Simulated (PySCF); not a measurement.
C2H8F2Si2, SMILES FC(F)C([SiH3])[SiH3].

Coordinates come from a B3LYP-D3(BJ)/def2-SVP optimisation. This is a generated structure with no PubChem entry under its InChIKey; it may be hypothetical. One conformer was computed; it need not be the lowest.

Level of theory: PBE/def2-TZVP run with PySCF.

The molecule is in vacuum.

Computed frontier levels, gap, dipole moment and polarisability:
- highest occupied level: -7.67 eV
- lowest empty level: -0.59 eV
- orbital gap: 7.08 eV
- dipole moment: 0.376 e·Å
- quadrupole, principal values (traceless, Buckingham form, about the centre of nuclear charge): -4.11, -0.70, 4.81 D·Å
- mean static polarisability: 81.7 bohr³ (12.11 Å³)
- polarisability, principal values: 71.5, 81.6, 92.1 bohr³
